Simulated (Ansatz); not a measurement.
A structure relaxed at PBE0-D4/def2-SVP in Ansatz, charge 0, singlet:

```xyz
12

Li   -1.192    0.527    0.078
Li   -0.927    1.201   -2.446
Li   -0.021    2.775    0.764
Li    0.925   -1.197    2.443
Li    0.019   -2.769   -0.765
Li    1.199   -0.525   -0.081
Li   -3.567    3.430   -0.675
Li    3.561   -3.449    0.686
S     1.565   -2.808    0.935
S     0.491    0.850    1.725
S    -1.568    2.808   -0.934
S    -0.484   -0.844   -1.730
```

(1) Give its formula and point group.

(2) Summarise the bond lengths by kind (pairs closer than 1.2 times the sum of covalent radii, bridged metal pairs left out).

Answers

(1) Li₈S₄. Point group C2h (tolerance 0.1 Å).

(2) 16 × Li–S 2.11 to 2.53 Å.

Another isomer (singlet) lies 1.44 eV lower at PBE0-D4/def2-TZVP; other spin states weren't run for this one.
